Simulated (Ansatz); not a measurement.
## Pulling the pair apart

The pair of Ag⁺ (SMILES [Ag+], atom 1) and SiNH5 (SMILES [SiH3]N, atoms 2–8), both closed shells, in one local arrangement (a lower one may exist), relaxed at PBE0-D4/def2-TZVP:

```
8
angstrom
Ag -0.2376 0.2340 -2.5197
Si 0.4968 -0.4973 0.6650
N -0.5508 0.5520 -0.3834
H 0.1373 -1.8779 0.2801
H 1.8780 -0.1443 0.2764
H 0.2058 -0.2021 2.0827
H -0.3900 1.5407 -0.2016
H -1.5397 0.3948 -0.1995
```

SiNH5 is shifted rigidly along the line between the mean atom positions of the two fragments (negative: closer). Counterpoise interaction energies in kJ/mol. Program: Ansatz 0.2.0. Basis: def2-TZVPPD. Cores are frozen in the correlated methods. Filled d shells of the heavier atoms are correlated. Core potentials replace the inner electrons of the atoms past krypton.

```
shift (Å)      HF  wB97M-V     MP2
    -0.22   -86.6   -167.3  -174.1
    -0.11  -116.4   -185.9  -189.1
     0.00  -131.3   -191.7  -192.0
     0.11  -136.6   -189.4  -187.5
     0.26  -134.2   -178.4  -174.3
     0.55  -116.3   -148.4  -142.4
     1.09   -77.3    -93.6   -88.4
     2.18   -35.1    -37.4   -36.3
```

**Question.** What does CCSD(T) give at these shifts? (Judge from chemistry; the value comes from the calculation.)

**Answer.** Computed: -158.5, -177.4, -183.5, -181.4, -170.7, -141.5, -88.7, -36.0 kJ/mol. For zero shift, CCSD(T) at an estimated basis limit (MP2 extrapolated from triple and quadruple zeta, plus CCSD(T) − MP2 in triple zeta) gives -198.6 kJ/mol. These are counterpoise interaction energies, counted from the two frozen fragments.

T1 diagnostic: at most 0.015.

For scale, one of the runs: CCSD(T)/def2-TZVPPD, 226 basis functions, launched by `ansatz run in.yaml --threads 4 --pin off --events-out ev --progress --plain --max-ram 9574MiB`. Time: 34 s of wall clock on 4 CPU threads of an AMD EPYC 9R45; the host was shared. Peak host memory: 4.1 GiB.
